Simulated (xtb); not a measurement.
C5H8Si, SMILES [SiH2](C(=C)C#C)C. All values are semi-empirical tight-binding results from xtb (GFN2-xTB unless named), good for trends rather than for accurate numbers. Geometry optimised at GFN2-xTB. This is a generated structure with no PubChem entry under its InChIKey; it may be hypothetical. One conformer was computed; it need not be the lowest.

Optimised geometry:

Bonded distances (Å): C1–C2 1.202, C1–H7 1.049, C2–C3 1.412, C3–C4 1.334, C3–Si5 1.899, C4–H8 1.080, C4–H9 1.077, Si5–C6 1.898, Si5–H10 1.469, Si5–H11 1.468, C6–H12 1.087, C6–H13 1.087, C6–H14 1.086. Angles (°): C2–C1–H7 178.4, C1–C2–C3 177.4, C2–C3–C4 120.4, C2–C3–Si5 116.0, C4–C3–Si5 123.6, C3–C4–H8 122.3, C3–C4–H9 121.2, H8–C4–H9 116.5, C3–Si5–C6 108.6, C3–Si5–H10 108.7, C3–Si5–H11 108.0, C6–Si5–H10 110.1, C6–Si5–H11 110.9, H10–Si5–H11 110.4, Si5–C6–H12 111.5, Si5–C6–H13 111.0, Si5–C6–H14 111.1, H12–C6–H13 107.6, H12–C6–H14 107.7, H13–C6–H14 107.8.
Charge 0, spin multiplicity 1.

```
Item                                             Result
----------------------------------------  -------------
orbital gap                                     3.87 eV
dipole moment                                    0.60 D
zero-point energy                         64.4 kcal/mol
G − E(el) at 298.15 K (modified RRHO)     43.7 kcal/mol
static polarisability (D4 model)             84.8 bohr³
solvation energy, GFN2-xTB/ALPB(water)    -0.8 kcal/mol
solvation energy, GFN2-xTB/ALPB(octanol)  -5.0 kcal/mol
```

### Question
Give the atomic charges and the Wiberg bond orders between heavy atoms. (Estimate from the structure and the level; the computed values follow.)

### Answer
charges (e) C1 -0.11, C2 -0.03, C3 -0.07, C4 -0.08, Si5 0.46, C6 -0.20, H7 0.07, H8 0.03, H9 0.02, H10 -0.09, H11 -0.09, H12 0.03, H13 0.03, H14 0.02. Bond orders C1–C2 2.81, C2–C3 1.14, C3–C4 1.87, C3–Si5 0.85, Si5–C6 0.91.
